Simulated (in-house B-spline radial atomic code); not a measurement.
A calculation on the xenon ion Xe²⁺: its settings, and results tabulated from the run. Method: non-relativistic PBE0, spin-polarised, spherical fractional occupations, point nucleus, inside a hard spherical wall at 5.34 bohr. Calculated with a B-spline radial code for spherical atoms.

Command:
```bash
python run_scf.py task.json out
```
Settings:
```
Z                54
configuration    [Kr] 4d10 5s2 5p3 5f1
hamiltonian      nr
method           pbe0
spin_polarised   True
wall_radius      5.34
```

Output (hartree, bohr):
```
 radial grid: 46 intervals, B-splines of order 8, outer radius 5.34 bohr

 iter        energy (Eh)    residual
    1       -7224.654951    6.74e-01
    2       -7228.887740    3.37e-01
    3       -7231.882141    6.57e-02
    4       -7231.983679    1.57e-02
    5       -7231.987542    8.42e-03
    6       -7231.988945    7.19e-04
    7       -7231.988940    1.41e-04
    8       -7231.988940    1.06e-05
    9       -7231.988940    2.00e-06
   10       -7231.988940    1.42e-07

 total energy                     -7231.98894
 kinetic                            7230.5991
 electron-nucleus                 -17121.2354
 Hartree                            2839.3366
 exact exchange                      -44.5727
 exchange-correlation               -136.1166

 orbital      occ     eigenvalue          <r>       <r^2>       <1/r>     <1/r^3>       <r^4>       r_max
 1s up      1.000     -1214.3902    0.0281433  0.00105924     53.4692           -   2.837e-06     0.01864
 1s down    1.000     -1214.3842    0.0281432  0.00105923     53.4693           - 2.83697e-06     0.01864
 2s up      1.000      -185.7636     0.120981   0.0171842     12.2919           - 0.000500558      0.1028
 2s down    1.000      -185.7608      0.12098   0.0171838      12.292           - 0.000500529      0.1028
 2p up      3.000      -174.7622      0.10303   0.0128989     12.2974      5192.2 0.000325513      0.0804
 2p down    3.000      -174.7567     0.103032   0.0128992     12.2972     5191.98 0.000325521      0.0804
 3s up      1.000       -38.9431     0.319925    0.116757      4.5061           -   0.0205943       0.292
 3s down    1.000       -38.9337     0.319891    0.116728      4.5064           -   0.0205811       0.292
 3p up      3.000       -34.2737     0.310296    0.111453     4.43076     984.502   0.0196363      0.2787
 3p down    3.000       -34.2626     0.310279    0.111437     4.43083     984.485   0.0196277      0.2788
 3d up      5.000       -25.6172     0.280965   0.0931543     4.29929     160.685   0.0156985      0.2267
 3d down    5.000       -25.6089     0.280915    0.093115     4.29983     160.729   0.0156811      0.2267
 4s up      1.000        -7.8029     0.746914    0.629335     1.84748           -    0.580321      0.6882
 4s down    1.000        -7.7762      0.74672    0.628736     1.84706           -     0.57786      0.6885
 4p up      3.000        -6.1245     0.778506    0.689395     1.74662     193.589    0.719138      0.7054
 4p down    3.000        -6.0951     0.778207    0.688457     1.74621     193.344     0.71502      0.7059
 4d up      5.000        -3.2308     0.873575    0.889255     1.51157     24.5395      1.3281       0.747
 4d down    5.000        -3.1990     0.868809    0.877697      1.5175     24.7131     1.28072      0.7467
 5s up      1.000        -1.5499      1.85226      3.8341    0.697126           -     21.1933       1.673
 5s down    1.000        -1.3961      1.85014     3.83693    0.701356           -     21.4593       1.659
 5p up      3.000        -1.1155      2.07215     4.80404    0.617141     24.9741     33.3022       1.853
 5f up      1.000         0.2269      2.78126     9.72991    0.592564     1.15497     147.431        3.76
```

Run time, properties included: 0.19 s on 1 thread of Arm Neoverse V1, with other jobs on the host.

Caution: exact exchange at fractional occupations of open shells leaves self-interaction of up to several eV.
